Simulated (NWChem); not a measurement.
System: AlSiH₄OCl; SMILES [SiH3][O][AlH][Cl]

NWChem input:

```
start job
memory heap 200 mb stack 900 mb global 1100 mb
geometry units angstroms noautoz
  Al     0.876120    -0.702253    -0.000118
  Cl    -0.656638    -2.153366    -0.001752
  H      2.375740    -1.157905     0.002404
  O      0.463961     0.938728    -0.001603
  Si    -0.310650     2.396128    -0.000595
  H      0.158467     3.211322     1.150996
  H     -1.783454     2.218443     0.109134
  H     -0.010096     3.125167    -1.261217
end
basis spherical
  * library def2-svp
end
dft
  xc pbe0
  iterations 150
  vectors input atomic output neutral.movecs
end
task dft energy
charge 1
dft
  odft
  mult 2
  vectors input atomic output cation.movecs
end
task dft energy
```

Excerpt of the output:

```
             Northwest Computational Chemistry Package (NWChem) 7.3.0
             --------------------------------------------------------

 C1  symmetry detected

                             Geometry "geometry" -> ""
                             -------------------------

 Output coordinates in angstroms (scale by  1.889725989 to convert to a.u.)

  No.       Tag          Charge          X              Y              Z
 ---- ---------------- ---------- -------------- -------------- --------------
    1 Al                  13.0000     0.89881029    -0.71628960     0.00025324
    2 Cl                  17.0000    -0.57626345    -2.22600350    -0.00005266
    3 H                    1.0000     2.41504169    -1.11318430     0.00172810
    4 O                    8.0000     0.42304571     0.90739202    -0.00114783
    5 Si                  14.0000    -0.40774328     2.33351463     0.00023669
    6 H                    1.0000     0.03010972     3.16655032     1.15137098
    7 H                    1.0000    -1.87242779     2.09861578     0.11107817
    8 H                    1.0000    -0.13673849     3.07350142    -1.26070516

 Effective nuclear repulsion energy (a.u.)     243.8929920069

                                 NWChem DFT Module
                                 -----------------

 Summary of "ao basis" -> "ao basis" (spherical)
 ------------------------------------------------------------------------------
       Tag                 Description            Shells   Functions and Types
 ---------------- ------------------------------  ------  ---------------------
 Al                         def2-svp                 8       18   4s3p1d
 Cl                         def2-svp                 8       18   4s3p1d
 H                          def2-svp                 3        5   2s1p
 O                          def2-svp                 6       14   3s2p1d
 Si                         def2-svp                 8       18   4s3p1d

            General Information
            -------------------
          SCF calculation type: DFT
          Wavefunction type:  closed shell.
          No. of atoms     :     8
          No. of electrons :    56
           Alpha electrons :    28
            Beta electrons :    28
          Charge           :     0
          Spin multiplicity:     1
          Use of symmetry is: off; symmetry adaption is: off
          Maximum number of iterations: 150
          AO basis - number of functions:    88
                     number of shells:    42
          Convergence on energy requested:  1.00D-06
          Convergence on density requested:  1.00D-05
          Convergence on gradient requested:  5.00D-04

              XC Information
              --------------
                         PBE0 Method XC Functional
                     Hartree-Fock (Exact) Exchange  0.250
          PerdewBurkeErnzerhof Exchange Functional  0.750
            Perdew 1991 LDA Correlation Functional  1.000 local
           PerdewBurkeErnz. Correlation Functional  1.000 non-local

             Grid Information
             ----------------
          Grid used for XC integration:  medium
          Radial quadrature: Mura-Knowles
          Angular quadrature: Lebedev.
          Tag              B.-S. Rad. Rad. Pts. Rad. Cut. Ang. Pts.
          ---              ---------- --------- --------- ---------
          Al                  1.25       88          11.0       590
          Cl                  1.00       88          13.0       590
          H                   0.35       45          13.0       434
          O                   0.60       49           9.0       434
          Si                  1.10       88          11.0       590
          Grid pruning is: on
          Number of quadrature shells:   493
          Spatial weights used:  Erf1

      Superposition of Atomic Density Guess
      -------------------------------------

 Sum of atomic energies:       -1066.54175065

      Non-variational initial energy
      ------------------------------

 Total energy =   -1067.383081
 1-e energy   =   -1962.757403
 2-e energy   =     651.481330
 HOMO         =      -0.397129
 LUMO         =      -0.000217

   convergence    iter        energy       DeltaE   RMS-Dens  Diis-err
 ---------------- ----- ----------------- --------- --------- ---------
 d= 0,ls=0.0,diis     1  -1068.9740998492 -1.31D+03  1.45D-02  7.18D-01
 d= 0,ls=0.0,diis     2  -1068.8803385808  9.38D-02  8.54D-03  1.76D+00
 d= 0,ls=0.0,diis     3  -1069.0551624329 -1.75D-01  1.94D-03  2.61D-02
 d= 0,ls=0.0,diis     4  -1069.0575678753 -2.41D-03  7.52D-04  4.59D-03
 d= 0,ls=0.0,diis     5  -1069.0582554763 -6.88D-04  8.97D-05  4.47D-05
  Resetting Diis
 d= 0,ls=0.0,diis     6  -1069.0582615779 -6.10D-06  1.99D-05  2.85D-06
 d= 0,ls=0.0,diis     7  -1069.0582619963 -4.18D-07  3.90D-06  4.05D-08

         Total DFT energy =    -1069.058261996314
      One electron energy =    -1965.732523382337
           Coulomb energy =      730.313535908600
    Exchange-Corr. energy =      -77.532266529485
 Nuclear repulsion energy =      243.892992006907

 Numeric. integr. density =       56.000004616651

                       DFT Final Molecular Orbital Analysis
                       ------------------------------------

 Vector   26  Occ=2.000000D+00  E=-3.319289D-01
              MO Center=  5.7D-02, -1.8D+00,  6.4D-04, r^2= 2.9D+00
   Bfn.  Coefficient  Atom+Function         Bfn.  Coefficient  Atom+Function
  ----- ------------  ---------------      ----- ------------  ---------------
    29      0.479086  2 Cl px                26      0.355448  2 Cl px
    30     -0.291935  2 Cl py                38     -0.218842  3 H  s
    27     -0.215917  2 Cl py                37     -0.208715  3 H  s
    23      0.206938  2 Cl px                24     -0.125718  2 Cl py
     8     -0.094614  1 Al px                 3     -0.091407  1 Al s

 Vector   27  Occ=2.000000D+00  E=-3.274202D-01
              MO Center= -4.3D-03,  1.6D+00, -7.7D-02, r^2= 4.6D+00
   Bfn.  Coefficient  Atom+Function         Bfn.  Coefficient  Atom+Function
  ----- ------------  ---------------      ----- ------------  ---------------
    47      0.373870  4 O  pz                50      0.300482  4 O  pz
    84      0.270542  8 H  s                 74     -0.242771  6 H  s
    31     -0.235812  2 Cl pz                85      0.201824  8 H  s
    65     -0.194572  5 Si pz                75     -0.180737  6 H  s
    28     -0.163924  2 Cl pz                62      0.103676  5 Si pz

 Vector   28  Occ=2.000000D+00  E=-3.230540D-01
              MO Center= -3.2D-01,  1.3D+00,  6.9D-02, r^2= 4.4D+00
   Bfn.  Coefficient  Atom+Function         Bfn.  Coefficient  Atom+Function
  ----- ------------  ---------------      ----- ------------  ---------------
    45      0.368518  4 O  px                48      0.288787  4 O  px
    79      0.285781  7 H  s                 80      0.214549  7 H  s
    30      0.205539  2 Cl py                46      0.168373  4 O  py
    74     -0.159394  6 H  s                 63     -0.158599  5 Si px
    27      0.148067  2 Cl py                49      0.126413  4 O  py

 Vector   29  Occ=0.000000D+00  E=-3.076551D-02
              MO Center=  9.1D-01, -7.7D-01, -2.8D-03, r^2= 4.0D+00
   Bfn.  Coefficient  Atom+Function         Bfn.  Coefficient  Atom+Function
  ----- ------------  ---------------      ----- ------------  ---------------
    13      0.790596  1 Al pz                10      0.361374  1 Al pz
    31     -0.278137  2 Cl pz                 7     -0.188045  1 Al pz
    68     -0.185120  5 Si pz                50     -0.173028  4 O  pz
    47     -0.168052  4 O  pz                28     -0.141972  2 Cl pz
    85     -0.141009  8 H  s                 75      0.125824  6 H  s

 Vector   30  Occ=0.000000D+00  E=-9.441062D-03
              MO Center=  4.8D-01, -6.2D-02,  2.7D-03, r^2= 5.7D+00
   Bfn.  Coefficient  Atom+Function         Bfn.  Coefficient  Atom+Function
  ----- ------------  ---------------      ----- ------------  ---------------
     4      1.098265  1 Al s                 38     -0.574754  3 H  s
    44     -0.519833  4 O  s                 67     -0.336158  5 Si py
    22     -0.298657  2 Cl s                  3      0.262777  1 Al s
    30     -0.244425  2 Cl py                66      0.234865  5 Si px
     2      0.207962  1 Al s                 59     -0.189911  5 Si s

 Vector   31  Occ=0.000000D+00  E= 4.298724D-02
              MO Center=  3.6D-01,  3.6D-01,  1.1D-03, r^2= 8.1D+00
   Bfn.  Coefficient  Atom+Function         Bfn.  Coefficient  Atom+Function
  ----- ------------  ---------------      ----- ------------  ---------------
    67     -0.769782  5 Si py                12      0.746865  1 Al py
     4     -0.585598  1 Al s                 44     -0.498412  4 O  s
    22      0.481350  2 Cl s                 38      0.385555  3 H  s
    75      0.375790  6 H  s                 59     -0.367144  5 Si s
    85      0.359430  8 H  s                 29      0.301798  2 Cl px

     Multipole analysis of the density
     ---------------------------------

     L   x y z        total         alpha         beta         nuclear
     -   - - -        -----         -----         ----         -------
     0   0 0 0     -0.000000    -28.000000    -28.000000     56.000000

     1   1 0 0      0.265999      0.133000      0.133000     -0.000000
     1   0 1 0      0.293906      0.146953      0.146953     -0.000000
     1   0 0 1      0.000953      0.000477      0.000477     -0.000000

     2   2 0 0    -35.153893    -69.830284    -69.830284    104.506674
     2   1 1 0     -1.296751      6.056354      6.056354    -13.409459
     2   1 0 1     -0.002880     -0.004084     -0.004084      0.005289
     2   0 2 0    -36.691719   -373.388655   -373.388655    710.085590
     2   0 1 1      0.004423     -0.000140     -0.000140      0.004703
     2   0 0 2    -31.710771    -21.082327    -21.082327     10.453884

[...]
```

Level: PBE0/def2-SVP, vertical spin-unrestricted ions. All runs use the structure optimised with B3LYP/6-31G* (spherical d).
